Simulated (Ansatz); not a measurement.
System: GeNH₂Br, charge 0, singlet. GeNH2Br (SMILES [Br][Ge][NH2]).
B3LYP-D3(BJ)/def2-TZVP minimum from Ansatz (a program for electronic structure):
```xyz
5

Ge    -0.5953    -0.5869     0.7226
Br     0.6659     1.0491    -0.5015
N     -0.4794    -1.9023    -0.5352
H      0.0016    -1.8114    -1.4186
H     -0.9029    -2.8094    -0.4037
```
Charge 0, spin multiplicity 1.

Hartree-Fock and CCSD correlation energies in hartree (Ansatz). Radicals and triplets start from unrestricted determinants; spin-orbit coupling is neglected. Correlated methods leave the cores frozen (noble-gas shells, and filled d and f shells in the p block). No relativity. Spin-orbit terms, left out, reach several kcal/mol for Br and I, and more for heavier atoms.

| basis | X | E(HF) | E(corr, CCSD) |
|---|---|---|---|
| cc-pVTZ | 3 | -4703.57357 | -0.49787 |
| cc-pVQZ | 4 | -4703.58432 | -0.53371 |
| cc-pV5Z | 5 | -4703.58617 | withheld |

### Question
Fit E(corr) = E∞ + A/X³ to X = 3 and 4, predict X = 5, and compare with the run.

### Answer
A = (-0.49787 - (-0.53371))/(1/27 - 1/64) = 1.6738; E∞ = -0.53371 - A/64 = -0.55986; at X = 5, E∞ + A/125 = -0.54647. The run gave -0.54608, 0.39 mEh above the prediction. The same form on X = 4 and 5 gives E∞ = -0.55906, 0.81 mEh above the first estimate.
